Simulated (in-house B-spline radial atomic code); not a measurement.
Bi³⁺. Computed with a B-spline radial atomic code. Model: all-electron spherical atom, spin shells full or empty, radial basis limit, no spin-orbit coupling, Breit or QED, empty-state partial waves extrapolated as (l+1/2)^-4, RPA, G0W0 and static COHSEX of the highest shell as one setting changes (uncorrelated shells keep exact exchange).

Empty levels are discrete states of a finite basis, so the steps are uneven.

Without the two-electron picture change, core correlation of heavy ions comes too large.

Given: element Bi; charge 3; filled core Xe; hamiltonian one-electron scalar X2C; mean-field start PBE0; highest l of empty states 9; nuclear rms radius 5.5211 fm; lowest nl shells left uncorrelated 10; highest mean-field shell 6s; box radius 14.14 bohr.

Shell: 4f 7 7, 5d 5 5, 6s 1 1 (electrons up and down).

```csv
highest empty level kept (hartree),RPA correlation energy (hartree),G0W0 level (eV),G0W0 minus most complete (meV),COHSEX level (eV),linearised minus solved G0W0 (meV)
5.33,-0.78868,-44.807,470.4,-46.295,3.9
10.67,-1.1167,-45.013,264.6,-46.735,4.2
18.67,-1.4317,-45.127,150.6,-46.983,4.3
32,-1.7,-45.19,87.7,-47.117,4.4
53.33,?,?,?,?,?
96,-2.1284,-45.258,19.2,-47.287,4.5
160,?,?,?,?,?
320,-2.2874,-45.275,2.8,-47.338,4.6
640,-2.3136,-45.277,0.6,-47.346,4.6
1333.3,-2.3178,-45.278,0.1,-47.348,4.6
3200,-2.3185,-45.278,0,-47.348,4.6
10667,-2.3186,-45.278,0,-47.348,4.6
```

Question: What follows for highest empty level kept = 160?

Answer: RPA correlation energy -2.2251 hartree; G0W0 level -45.27 eV; G0W0 minus most complete 8.1 meV; COHSEX level -47.318 eV; linearised minus solved G0W0 4.6 meV.

Question: What follows for highest empty level kept = 53.33?

Answer: RPA correlation energy -1.932 hartree; G0W0 level -45.229 eV; G0W0 minus most complete 48.8 meV; COHSEX level -47.212 eV; linearised minus solved G0W0 4.5 meV.
